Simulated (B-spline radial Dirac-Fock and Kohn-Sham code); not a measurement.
These are calculated numbers from an atomic code on a B-spline grid; the model is relativistic Hartree-Fock (Dirac-Fock) wave functions, averaged over the configuration.

**Question.** This computed X-ray form factor belongs to an atom or ion in its tabulated ground configuration. Which?

```csv
sin θ/λ (Å⁻¹),f₀
0.05,72.762
0.15,66.133
0.25,58.929
0.3,55.518
0.35,52.270
0.8,31.326
0.9,28.235
1.4,18.550
3,8.682
```

**Answer.** W, with 74 electrons in [Xe] 4f14 5d4 6s2. f₀ tends to the number of electrons as s goes to zero, which the first rows give only roughly, and the rate of fall reflects the nuclear charge, 74.

**Question.** This computed X-ray form factor belongs to an atom or ion in its tabulated ground configuration. Which?

```tsv
sin θ/λ (Å⁻¹)	f₀
0.05	14.991
0.1	14.963
0.15	14.917
0.25	14.773
0.35	14.560
0.45	14.286
0.5	14.128
0.6	13.773
4	4.200
```

**Answer.** Cs⁴⁰⁺, with 15 electrons in [Ne] 3s2 3p3. f₀ tends to the number of electrons as s goes to zero, which the first rows give only roughly, and the rate of fall reflects the nuclear charge, 55.
